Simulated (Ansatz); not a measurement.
`[F][AlH2]` + `CC(C)N` → `CC(C)[NH][AlH2]` + H–F at 700 K and 1 bar (ligand exchange at the Al–F bond).

Gas-phase electronic energies from Ansatz, PBE0-D4/def2-TZVP geometries. CCSD(T)/CBS is the MP2 limit (def2-TZVPP, def2-QZVPP) plus CCSD(T) − MP2 in def2-TZVPP, frozen cores. This one scheme is used for every species. One conformer a species, not always the lowest.

```csv
species,CCSD(T)/CBS energy (Eh),H − E (kJ/mol),S (J/(mol·K))
`[F][AlH2]`,-343.06661,74.9,289.9
`CC(C)N`,-174.28253,389.3,410.3
`CC(C)[NH][AlH2]`,-416.91948,420.2,498.1
H–F,-100.39570,45.2,198.5
```

H − E and S are ideal-gas, rigid-rotor, harmonic terms from PBE0-D4/def2-TZVP, for one conformer and one mirror image of each species. 1 Eh = 2625.50 kJ/mol, R = 8.31446 J/(mol·K).

By hand: ΔE, ΔH, ΔS and ΔG.

ΔE = (-416.91948) + (-100.39570) − (-343.06661) − (-174.28253) = 0.03396 Eh = 89.2 kJ/mol. Δ(H − E) = 420.2 + 45.2 − 74.9 − 389.3 = 1.2, so ΔH = 90.4 kJ/mol. ΔS = 498.1 + 198.5 − 289.9 − 410.3 = -3.6 J/(mol·K). ΔG = 90.4 − 700 × (-3.6)/1000 = 92.9 kJ/mol.

By hand: the equilibrium constant, and the temperature at which ΔG would vanish if ΔH and ΔS stayed fixed.

log₁₀ K = −ΔG/(RT ln 10) = -6.9. ΔH and −TΔS have one sign here, so there is no such temperature.

The number of gas molecules stays the same, so ΔS is small and ΔH decides. A doubt of 5 kJ/mol in ΔE shifts log₁₀ K by 0.4 here. Other conformers and mirror images would add mixing entropy, several J/(mol·K) or more a flexible species. These are equilibria of isolated gas molecules and say nothing of rates. Largest T1 diagnostic: 0.012 (customary marks: 0.02 for closed shells, 0.045 for open ones).

ΔS is within the doubt of such terms, so its sign, and with it that verdict, could turn.
